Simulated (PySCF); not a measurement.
Molecule: C4H14BNSi, SMILES B(C)(C)CC[SiH2]N, singlet. Atoms near the plane z = 0.6 Å, at the GFN2-xTB optimised geometry (x, y, z in Å): Si1 (-2.7, -0.2, 0.0), N2 (-3.2, -1.1, 1.4), C3 (-0.9, -0.2, 0.0), C6 (2.2, 0.1, -0.2), H8 (-3.2, 1.2, 0.0), H11 (-4.2, -1.3, 1.5), H12 (-0.5, 0.3, 0.9), H13 (-0.5, -1.2, 0.1), H16 (2.1, -0.9, 0.1), H17 (3.3, 0.2, -0.4), H18 (2.0, 0.8, 0.7).

Computed with B3LYP/def2-SVP run with PySCF. The values are rescaled to run from 0 to 1.

```
|333333333333333333333333333|
|333333333333333333333333333|
|333333333333333333333333333|
|333333333333333333333333333|
|333333333333333333333333333|
|333333333333333333333333333|
|333333333333333443333333333|
|333333333333334444433333333|
|333333333333444444443333333|
|333335533334444445543333333|
|333359965444544459984333333|
|333459999669974479995433333|
|444599999999995469997443333|
|445799999999995459998443333|
|455799999999984359995433333|
|456899999999964359994333333|
|456799998559974459974333333|
|455556423346864445544333333|
|444320001234444344443333333|
|433210001233333333333333333|
|333221112233333333333333333|
|333322222233333333333333333|
|333322222333333333333333333|
|333333333333333333333333333|
|333333333333333333333333333|
|333333333333333333333333333|
|333333333333333333333333333|
```
Scale: ten equal steps from 0.000 (start of '0') to 1.00 (end of '9'), in the order '0123456789'; x runs from -5.50 to 5.50, y from -5.50 (bottom) to 5.50 (top).

### Question
Which quantity is mapped?
A) electron localisation function
B) an orbital amplitude
C) electrostatic potential
D) deformation density (molecule minus spherical neutral atoms)

### Answer
C, electrostatic potential. In full: electrostatic potential (hartree/e), clipped to [-0.08, 0.12].
